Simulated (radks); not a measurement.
The numbers below are computed, except where a source is named.
Valence configurations of the bromine ion Br+ (all share [Ar]). Level of theory: scalar-relativistic Kohn-Sham, r2SCAN, spin-polarised, spherical densities, finite nucleus; open shells are filled with parallel spins first; meta-GGA in the generalised Kohn-Sham scheme; Fermi nuclear charge, rms radius 4.1629 fm (a radial shooting solver on a logarithmic mesh with Libxc functionals). Energies are relative to 3d10 4s2 4p4; eigenvalues in eV for spin up.

valence           E (eV)  moment (Bohr magnetons)    e(3d)    e(4p)    e(4s)
3d10 4s2 4p4       0.000                        2  -79.288  -18.739  -32.205
3d10 4s1 4p5      13.215                        2  -81.013  -19.518  -33.273
3d10 4p6          28.133                        0  -82.466  -19.113        -
3d9.5 4s2 4p4.5   32.399                        2  -86.209  -19.521  -33.460
3d9 4s2 4p5       67.108                        2  -93.232  -20.288  -34.682
3d8 4s2 4p6       143.69                        2  -107.60  -21.791  -37.051
3d10 4s1.5 4p4.5   6.640                        2  -80.146  -19.122  -32.733

NIST lists [Ar] 3d10 4s2 4p4 as the ground configuration; this level of theory agrees among the configurations tried. The energies are those of spherical high-spin densities, not of single terms.
